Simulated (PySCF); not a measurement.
**Name the molecule from its bond curve**

A diatomic of charge +1 contains Br. Its doublet curve at UHF-SCS-MP2 in a double-zeta basis (no relativity, PySCF), in eV from the separated fragments:

(R (Å), E (eV)): (1.258, -3.088), (1.317, -3.428), (1.375, -3.616), (1.419, -3.680), (1.463, -3.692), (1.507, -3.662), (1.565, -3.571), (1.639, -3.399), (1.726, -3.135), (1.843, -2.714)

The fit gives ωe = 2495 cm⁻¹ and the rotational constant Bₑ = 8.034 cm⁻¹.

Which atom is the partner?

The minimum lies at 1.452 Å, so the reduced mass is 16.8576 u Å² cm⁻¹/(Bₑ·Re²) = 0.9952 u. With Br at 78.92 u the partner weighs about 1.0 u: H. The molecule is HBr⁺.

Correlated steps freeze 9 core orbitals. Spin–orbit coupling is left out. The state was picked by a PBE0 search and need not be the measured ground state.
